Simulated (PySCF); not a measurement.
# One molecule, several mistakes: AlBCH6O

Calculated results; nothing here was measured. The program is PySCF 2.14.0, an open-source quantum chemistry code, run on an isolated molecule that a program drew, which may never have been made. The molecule is AlBCH6O (charge 0, singlet), drawn as the SMILES string `BC[O][AlH2]`.

Each row is a Hartree-Fock (HF) and frozen-core CCSD(T) single point in the cc-pV(D+d)Z basis, meant for a local HF minimum. Run 1 is clean. Each other run has one planted mistake out of seven kinds, and not every kind appears here: one electron removed, one electron added, multiplicity raised by two, geometry at a saddle point, minimal basis STO-3G, one bond length entered in bohr, all coordinates scaled. The reference is restricted for singlets and unrestricted otherwise, and also for a bond in bohr. Adding or removing an electron swaps singlet and doublet. Electrons count all cores. HOMO and LUMO are orbital energies over both spins, the gradient is its largest component, and the lowest frequency (negative if imaginary) is given only where the gradient is small. Bond lengths are over the 9 bonds as drawn. T1 is the CCSD diagnostic: over 0.02 (restricted) or 0.045 (unrestricted) a single reference is doubtful.

Geometry of the clean run:
```xyz
10
AlBCH6O, angstrom
B    -0.4762   -0.7756   -1.4904
C     0.0766    0.6632   -1.1214
O     1.2592    0.2254   -0.4638
Al    2.0641    0.4428    1.0043
H    -0.1897   -1.2967   -2.5319
H    -1.0989   -1.3967   -0.6713
H    -0.5537    1.2545   -0.4506
H     0.3526    1.2888   -1.9719
H     3.3881   -0.3747    1.2163
H     1.4585    1.4330    2.0715
```

```
run  electrons  basis functions  <S^2>  HOMO (eV)  LUMO (eV)  gradient (hartree/bohr)  lowest frequency (cm^-1)  mean bond (Å)  longest bond (Å)      T1  HF (hartree)  CCSD(T) (hartree)                          mistake
  1         38               95  0.000     -11.34       1.65                  8.0e-06                        53         1.3810             1.688  0.0146    -382.83600         -383.37117                         no fault
  2         38               30  0.000      -7.81       7.11                  3.8e-02                         -         1.3810             1.688  0.0181    -378.11625         -378.32234             minimal basis STO-3G
  3         38               95  0.971      -7.31       0.85                  2.0e-02                         -         1.5479             3.191  0.0510    -382.69441         -383.20030  one bond length entered in bohr
  4         37               95  0.767     -16.67      -7.30                  9.3e-02                         -         1.3810             1.688  0.0509    -382.49356         -382.99953             one electron removed
  5         39               95  0.763       0.73       5.31                  4.4e-02                         -         1.3810             1.688  0.0956    -382.77464         -383.34391                                ?
  6         38               95  2.023      -6.09      -1.54                  9.7e-02                         -         1.3810             1.688  0.0251    -382.65488         -383.19619                                ?
```

**Which mistake was planted in run 5, and what did it cost?**

It counts 39 electrons, one more than the clean run, at the same geometry and basis. So the mistake is: one electron added. Subtracting run 1 and multiplying by 627.51 kcal/mol a hartree, the energy moved by 38.5 kcal/mol in HF and 17.1 kcal/mol in CCSD(T).

**Which mistake was planted in run 6, and what did it cost?**

Electrons, basis and geometry are unchanged, and <S^2> is 2.023, beside S(S+1) = 2.00 for a multiplicity of 3. So the mistake is: multiplicity raised by two. Subtracting run 1 and multiplying by 627.51 kcal/mol a hartree, the energy moved by 113.7 kcal/mol in HF and 109.8 kcal/mol in CCSD(T).

Cautions from the logs. Run 3: T1 is over the limit, so its CCSD(T) energy is less reliable; run 4: T1 is over the limit, so its CCSD(T) energy is less reliable; run 5: T1 is over the limit, so its CCSD(T) energy is less reliable and the HOMO is above zero, so the electron isn't bound and the energy depends on the basis.
